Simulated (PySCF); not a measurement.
## Ge(3+) (germanium, charge +3): UHF calculation

Configuration: [Ar] 3d10 4s1, 2S determinant. Computed with PySCF 2.14 in cc-pVDZ-PP with ECP10MDF (4s3p2d, 23 functions), with scalar relativity through the core potential.

| Item | Value |
| --- | --- |
| Total energy | -291.325843 hartree |
| One-electron energy | -496.1309 hartree |
| Hartree (Coulomb) energy | 227.7565 hartree |
| Exchange energy | -22.9514 hartree |
| ⟨S²⟩ | 0.7502 |
| ⟨L²⟩ | 0.000 |
| Sum of ⟨r⟩ | 14.22 bohr |
| Sum of ⟨r²⟩ | 14.29 bohr² |
| Time after the integrals | 0.08 s of wall time on 1 thread of Neoverse-N1 (shared host) |

```
shell  electrons  mean orbital energy (hartree)  rms radius, mean of both spins (bohr)
 3s α          1                       -8.61391                                  0.670
 3s β          1                       -8.58990                                  0.670
 3p α          3                       -6.52390                                  0.701
 3p β          3                       -6.51297                                  0.701
 3d α          5                       -2.86111                                  0.799
 3d β          5                       -2.85112                                  0.799
 4s α          1                       -1.64521                                   2.01
```

Energies and moments cover only the electrons outside the core potential.
